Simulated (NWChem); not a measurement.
System: C₃HF₃; SMILES FC=C=C(F)F

Input file for NWChem:

```
start job
memory heap 200 mb stack 900 mb global 1100 mb
geometry units angstroms noautosym nocenter noautoz
  F      0.441197    -2.577929     0.000000
  C     -0.498075    -1.616012     0.000000
  C     -0.226683    -0.328058     0.000000
  C     -0.014603     0.969604     0.000000
  F      0.108210     1.724107     1.085736
  F      0.108210     1.724107    -1.085736
  H     -1.518289    -2.043383     0.000000
end
basis spherical
  * library 6-31g*
end
dft
  xc m06-2x
  iterations 150
end
cosmo
  dielec 2.0
end
task dft energy
```

Structure relaxed at the PBE-D3(BJ)/def2-SVP level.

Level: M06-2X/6-31G* with COSMO at NWChem's default radii, gas-phase geometry; the question gives the dielectric constant.

Q: Give the results of this calculation. (M06-2X/6-31G* (spherical d), COSMO on the gas-phase geometry.) Quantities: electrostatic solvation energy (kcal/mol); dipole in solution (D).

A: 
```
Property                                   Result
-----------------------------------------  ------
electrostatic solvation energy (kcal/mol)    -1.0
dipole in solution (D)                       1.57
```
